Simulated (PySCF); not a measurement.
Compound: C4H8F2O2.
InChI=1S/C4H8F2O2/c1-7-4(2-5)8-3-6/h4H,2-3H2,1H3/t4-/m0/s1

A linear-response calculation (PySCF, def2-SVPD basis, gas phase, vertical, core orbitals frozen in the response) gave these numbers; the functional is withheld.

Orbital energies (eV): HOMO-3 -11.39, HOMO-2 -11.02, HOMO-1 -10.65, HOMO -9.49, LUMO 1.28, LUMO+1 1.75, LUMO+2 1.85.

```json
{"state": "S1", "E (eV)": "7.76", "f": "0.0056", "main configurations (H = HOMO, L = LUMO)": "H→L (86%)"}
{"state": "S2", "E (eV)": "8.39", "f": "0.030", "main configurations (H = HOMO, L = LUMO)": "H→L+2 (51%), H→L+3 (19%), H→L+1 (11%)"}
{"state": "S3", "E (eV)": "8.51", "f": "0.040", "main configurations (H = HOMO, L = LUMO)": "H→L+1 (60%), H→L+5 (16%), H→L+3 (9%)"}
{"state": "S4", "E (eV)": "8.67", "f": "0.029", "main configurations (H = HOMO, L = LUMO)": "H→L+3 (63%), H→L+2 (22%)"}
{"state": "S5", "E (eV)": "8.91", "f": "0.0019", "main configurations (H = HOMO, L = LUMO)": "H→L+4 (38%), H-1→L (27%)"}
{"state": "S6", "E (eV)": "8.99", "f": "0.0094", "main configurations (H = HOMO, L = LUMO)": "H-1→L (42%), H→L+4 (27%)"}
```

Triplets, Tamm–Dancoff:

```json
{"state": "T1", "E (eV)": "7.59", "λ (nm)": "163.4", "main configurations (H = HOMO, L = LUMO)": "H→L (80%)"}
{"state": "T2", "E (eV)": "8.15", "λ (nm)": "152.1", "main configurations (H = HOMO, L = LUMO)": "H→L+2 (36%), H→L+1 (22%), H→L+5 (13%)"}
{"state": "T3", "E (eV)": "8.26", "λ (nm)": "150.0", "main configurations (H = HOMO, L = LUMO)": "H→L+1 (34%), H→L+2 (22%), H→L+5 (15%)"}
{"state": "T4", "E (eV)": "8.50", "λ (nm)": "145.9", "main configurations (H = HOMO, L = LUMO)": "H→L+3 (68%), H→L+2 (10%)"}
```

Vertical ionisation energy by ΔSCF with the same functional: 10.35 eV. Mean static polarisability: 61.0 au.

Task: Name the functional.
A. PBE
B. PBE0
C. HF
D. CAM-B3LYP

Result: D. CAM-B3LYP is range-separated, 19% exact exchange at short range and 65% at long range (ω = 0.33 bohr⁻¹). In this run −ε(HOMO) = 9.49 eV differs from the ΔSCF value by -0.86 eV, and S1 differs from the orbital gap of 10.77 eV by -3.01 eV. The ratio −ε(HOMO)/IP is 0.92. Usual ranges for neutral molecules in this basis: 0.85 to 0.93 with CAM-B3LYP, 0.5 to 0.7 with PBE, 0.7 to 0.83 with PBE0; Hartree–Fock can't fall below 1, since the ion's relaxation only lowers the ΔSCF value.

Theory: TDDFT CAM-B3LYP/def2-SVPD, vertical, gas phase, core orbitals frozen in the response in PySCF. Isolated species at its PBE0-D3(BJ)/def2-SVP geometry (one conformer only).

On Arm Neoverse V1, one thread, shared host with 64 logical CPUs at a one-minute load of 27, this took 3.5 min wall and 1.3 GiB of memory at its peak.

Shape of the structure used: `[CH3:1][O:2][C@H:3]([CH2:4][F:5])[O:6][CH2:7][F:8]`: C1–O2–C3–C4 -93°, O2–C3–C4–F5 65°, O2–C3–O6–C7 -63°, C3–O6–C7–F8 -71°.

Without π bonds the low states are Rydberg-like; a valence basis with one diffuse set may place them up to an eV too high.
